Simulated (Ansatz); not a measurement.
Steps of a relaxation of `CC[O][Ga]([O]CC)[O]CC` with RKS PBE0-D4/def2-TZVP.

```sh
$ ansatz run in.yaml --threads 4 --pin off --events-out ev --progress --plain --max-ram 66560MiB --backend cuda --devices 0, --max-vram 37GiB
```

```yaml
crystal:
  periodic: [false, false, false]
  atoms:
    - {symbol: C, position_ang: [-0.709820, -1.783780, 2.838210]}
    - {symbol: C, position_ang: [-1.691550, -0.864520, 2.128480]}
    - {symbol: O, position_ang: [-1.041230, 0.162690, 1.411250]}
    - {symbol: Ga, position_ang: [0.189160, -0.037050, 0.142760]}
    - {symbol: O, position_ang: [1.182160, 1.320120, -0.416250]}
    - {symbol: C, position_ang: [1.111440, 2.686320, -0.065170]}
    - {symbol: C, position_ang: [-0.301530, 3.240710, -0.163080]}
    - {symbol: O, position_ang: [0.475150, -1.635880, -0.577730]}
    - {symbol: C, position_ang: [1.139180, -1.912640, -1.792110]}
    - {symbol: C, position_ang: [0.392270, -1.352290, -2.992750]}
    - {symbol: H, position_ang: [-1.239930, -2.556880, 3.389240]}
    - {symbol: H, position_ang: [-0.066280, -2.248320, 2.087960]}
    - {symbol: H, position_ang: [-0.091720, -1.209920, 3.525930]}
    - {symbol: H, position_ang: [-2.330900, -1.452610, 1.460170]}
    - {symbol: H, position_ang: [-2.330400, -0.349780, 2.858070]}
    - {symbol: H, position_ang: [1.498420, 2.837130, 0.949050]}
    - {symbol: H, position_ang: [1.774530, 3.203430, -0.771170]}
    - {symbol: H, position_ang: [-0.321390, 4.288110, 0.128410]}
    - {symbol: H, position_ang: [-0.947900, 2.665530, 0.501440]}
    - {symbol: H, position_ang: [-0.670310, 3.143580, -1.182630]}
    - {symbol: H, position_ang: [1.193510, -3.007490, -1.852510]}
    - {symbol: H, position_ang: [2.159560, -1.513500, -1.774450]}
    - {symbol: H, position_ang: [0.914210, -1.596960, -3.914570]}
    - {symbol: H, position_ang: [-0.616210, -1.759320, -3.029690]}
    - {symbol: H, position_ang: [0.329570, -0.266700, -2.888850]}
basis:
  gaussian: {orbitals: def2-TZVP}
hamiltonian: {xc: pbe0, dispersion: d4}
relax: {f_tol: 0.005, max_steps: 150}
```

Positions (Å) and forces (eV/Å) along the path, 6 of 13 steps:

```xyz
25
step=1 energy=-64971.8121 eV
C    -0.710   -1.784    2.838   -0.221    0.381   -0.380
C    -1.692   -0.865    2.128    0.239    0.064    0.074
O    -1.041    0.163    1.411    0.167    0.144   -0.083
Ga    0.189   -0.037    0.143   -0.021   -0.027    0.022
O     1.182    1.320   -0.416    0.026   -0.062   -0.087
C     1.111    2.686   -0.065   -0.260   -0.153   -0.194
C    -0.302    3.241   -0.163    0.457   -0.356    0.047
O     0.475   -1.636   -0.578   -0.148    0.016    0.131
C     1.139   -1.913   -1.792   -0.229    0.070    0.031
C     0.392   -1.352   -2.993    0.177   -0.077    0.543
H    -1.240   -2.557    3.389   -0.006   -0.166    0.087
H    -0.066   -2.248    2.088    0.066   -0.189    0.050
H    -0.092   -1.210    3.526    0.076    0.027    0.123
H    -2.331   -1.453    1.460   -0.072   -0.008    0.016
H    -2.330   -0.350    2.858   -0.041   -0.162   -0.052
H     1.498    2.837    0.949    0.058    0.034    0.012
H     1.775    3.203   -0.771   -0.025    0.067    0.163
H    -0.321    4.288    0.128   -0.086    0.159    0.044
H    -0.948    2.666    0.501   -0.173    0.086    0.088
H    -0.670    3.144   -1.183   -0.078    0.041   -0.119
H     1.194   -3.007   -1.853    0.111    0.094   -0.091
H     2.160   -1.514   -1.774    0.061   -0.051   -0.016
H     0.914   -1.597   -3.915    0.040    0.027   -0.188
H    -0.616   -1.759   -3.030   -0.120   -0.049   -0.056
H     0.330   -0.267   -2.889    0.002    0.090   -0.164
25
step=2 energy=-64971.8589 eV
C    -0.705   -1.785    2.818   -0.079    0.182   -0.157
C    -1.669   -0.841    2.122    0.133   -0.054    0.009
O    -1.008    0.196    1.430    0.061    0.100    0.024
Ga    0.191   -0.036    0.142   -0.023   -0.009    0.006
O     1.175    1.305   -0.460    0.044    0.004   -0.120
C     1.100    2.663   -0.085   -0.159   -0.061   -0.005
C    -0.309    3.223   -0.164    0.190   -0.171    0.000
O     0.441   -1.646   -0.559   -0.086   -0.068    0.068
C     1.124   -1.911   -1.764   -0.094    0.104   -0.035
C     0.402   -1.338   -2.970    0.065   -0.038    0.237
H    -1.246   -2.557    3.365   -0.015   -0.056    0.039
H    -0.063   -2.275    2.079    0.003   -0.052    0.019
H    -0.076   -1.233    3.519    0.023   -0.003    0.039
H    -2.314   -1.410    1.441   -0.023   -0.001   -0.007
H    -2.316   -0.352    2.859   -0.008   -0.054   -0.017
H     1.494    2.798    0.930    0.020    0.013    0.020
H     1.762    3.206   -0.769   -0.020    0.022    0.054
H    -0.323    4.274    0.129   -0.019    0.066    0.010
H    -0.972    2.669    0.506   -0.039    0.035    0.023
H    -0.692    3.140   -1.183   -0.034    0.018   -0.038
H     1.188   -3.002   -1.847    0.035    0.031   -0.029
H     2.148   -1.520   -1.728    0.026   -0.011    0.005
H     0.931   -1.586   -3.892    0.018   -0.002   -0.070
H    -0.613   -1.734   -3.029   -0.033   -0.013   -0.024
H     0.349   -0.248   -2.890    0.011    0.020   -0.049
25
step=4 energy=-64971.8838 eV
C    -0.689   -1.799    2.792    0.006    0.004    0.062
C    -1.616   -0.805    2.130   -0.024   -0.042   -0.042
O    -0.921    0.252    1.498    0.031    0.000    0.005
Ga    0.187   -0.035    0.142   -0.047    0.009   -0.034
O     1.136    1.283   -0.569   -0.025   -0.018   -0.019
C     1.066    2.621   -0.122    0.048    0.028    0.105
C    -0.330    3.199   -0.183   -0.027    0.012   -0.059
O     0.346   -1.667   -0.538   -0.011    0.016    0.029
C     1.084   -1.908   -1.718    0.063    0.012   -0.018
C     0.433   -1.300   -2.941   -0.026   -0.006   -0.027
H    -1.262   -2.566    3.323    0.008    0.008   -0.008
H    -0.063   -2.306    2.051   -0.018    0.016   -0.010
H    -0.043   -1.294    3.515    0.005   -0.010    0.004
H    -2.263   -1.327    1.413   -0.002    0.011   -0.006
H    -2.273   -0.345    2.876    0.023    0.000    0.008
H     1.452    2.702    0.903    0.004    0.005   -0.003
H     1.742    3.199   -0.762   -0.024   -0.009   -0.004
H    -0.326    4.250    0.122    0.015   -0.016   -0.004
H    -1.010    2.661    0.485    0.026   -0.009   -0.008
H    -0.720    3.143   -1.202   -0.015    0.004    0.007
H     1.151   -2.995   -1.831   -0.014    0.003   -0.002
H     2.111   -1.531   -1.622   -0.003   -0.008    0.000
H     0.989   -1.561   -3.846   -0.001   -0.001    0.014
H    -0.591   -1.666   -3.049    0.005    0.008   -0.006
H     0.412   -0.207   -2.869    0.004   -0.019    0.016
25
step=9 energy=-64971.8869 eV
C    -0.660   -1.800    2.822    0.002    0.000   -0.002
C    -1.592   -0.808    2.161   -0.001    0.005    0.000
O    -0.900    0.241    1.512   -0.002   -0.003    0.004
Ga    0.166   -0.044    0.124    0.002   -0.001   -0.004
O     1.111    1.288   -0.567    0.001    0.000    0.003
C     1.037    2.609   -0.072   -0.008    0.007   -0.002
C    -0.336    3.221   -0.244    0.009   -0.006    0.001
O     0.312   -1.672   -0.564    0.002   -0.002    0.002
C     1.058   -1.926   -1.738   -0.002   -0.001   -0.002
C     0.446   -1.285   -2.963    0.002    0.002    0.002
H    -1.229   -2.561    3.363    0.000    0.000    0.001
H    -0.046   -2.310    2.074    0.001   -0.001    0.000
H    -0.003   -1.293    3.532    0.000    0.001    0.000
H    -2.251   -1.332    1.457    0.000   -0.001    0.001
H    -2.233   -0.337    2.914   -0.001   -0.001    0.000
H     1.329    2.646    0.986   -0.002   -0.001   -0.005
H     1.779    3.192   -0.629    0.000   -0.003    0.002
H    -0.340    4.260    0.095   -0.002    0.001    0.000
H    -1.079    2.674    0.344   -0.001    0.002   -0.001
H    -0.635    3.201   -1.295    0.001    0.001    0.002
H     1.086   -3.015   -1.859    0.000    0.000    0.000
H     2.096   -1.588   -1.622   -0.001    0.000    0.001
H     1.010   -1.551   -3.861   -0.001    0.000   -0.001
H    -0.586   -1.617   -3.095    0.000    0.001    0.000
H     0.458   -0.194   -2.874    0.000    0.000    0.000
25
step=11 energy=-64971.8871 eV
C    -0.644   -1.796    2.833   -0.002    0.000    0.002
C    -1.585   -0.814    2.172    0.000   -0.004    0.003
O    -0.902    0.235    1.513    0.003    0.002    0.001
Ga    0.164   -0.054    0.125   -0.012    0.002   -0.006
O     1.110    1.282   -0.557    0.002    0.000    0.000
C     1.025    2.601   -0.055    0.004    0.006    0.002
C    -0.337    3.220   -0.278   -0.005   -0.005    0.000
O     0.300   -1.680   -0.569    0.004    0.001    0.002
C     1.042   -1.937   -1.744    0.004   -0.005   -0.006
C     0.454   -1.259   -2.963   -0.003    0.004    0.005
H    -1.204   -2.556    3.384    0.001    0.000   -0.001
H    -0.032   -2.309    2.085    0.000   -0.001    0.000
H     0.016   -1.280    3.535   -0.001    0.000   -0.001
H    -2.246   -1.346    1.475    0.002    0.001    0.000
H    -2.225   -0.342    2.926    0.000    0.001    0.000
H     1.274    2.628    1.014   -0.002    0.001   -0.008
H     1.791    3.183   -0.579   -0.005   -0.003    0.004
H    -0.351    4.257    0.069    0.002   -0.002   -0.002
H    -1.106    2.672    0.277    0.006    0.004   -0.005
H    -0.594    3.210   -1.340    0.002   -0.001    0.009
H     1.039   -3.024   -1.883    0.000    0.006    0.001
H     2.089   -1.630   -1.619   -0.006   -0.002   -0.002
H     1.013   -1.529   -3.863    0.000    0.000    0.002
H    -0.587   -1.560   -3.102    0.007    0.002    0.001
H     0.497   -0.171   -2.858   -0.001   -0.007   -0.001
25
step=13 energy=-64971.8872 eV
C    -0.644   -1.797    2.833    0.000    0.001    0.000
C    -1.584   -0.814    2.172    0.000   -0.002    0.001
O    -0.901    0.235    1.514    0.001    0.001   -0.002
Ga    0.162   -0.053    0.124    0.000   -0.001    0.002
O     1.110    1.282   -0.558    0.001    0.000   -0.001
C     1.025    2.601   -0.058   -0.003    0.000   -0.001
C    -0.338    3.219   -0.277    0.001    0.001    0.001
O     0.301   -1.680   -0.567    0.001    0.000    0.000
C     1.042   -1.937   -1.743   -0.001    0.000   -0.002
C     0.455   -1.258   -2.961    0.000    0.000    0.002
H    -1.205   -2.558    3.382    0.000    0.000    0.000
H    -0.032   -2.309    2.085    0.000    0.000    0.000
H     0.015   -1.282    3.536    0.000    0.000    0.000
H    -2.245   -1.345    1.474    0.000    0.000    0.000
H    -2.225   -0.343    2.926    0.000    0.000    0.000
H     1.277    2.630    1.011    0.000    0.000    0.000
H     1.790    3.183   -0.583    0.000    0.000    0.000
H    -0.351    4.256    0.067   -0.001    0.000    0.000
H    -1.104    2.672    0.280    0.001    0.000    0.000
H    -0.597    3.207   -1.339    0.000    0.000    0.000
H     1.038   -3.024   -1.883   -0.001    0.001    0.000
H     2.089   -1.632   -1.618   -0.001   -0.001    0.000
H     1.014   -1.527   -3.861    0.000    0.000    0.000
H    -0.587   -1.557   -3.101    0.001    0.000    0.000
H     0.499   -0.169   -2.854    0.000   -0.001    0.000
```

It took 58 s on 4 threads of an AMD EPYC 7R13 on a shared host and a share of an NVIDIA H100 80 GB, with 1.1 GiB of host memory at the peak.
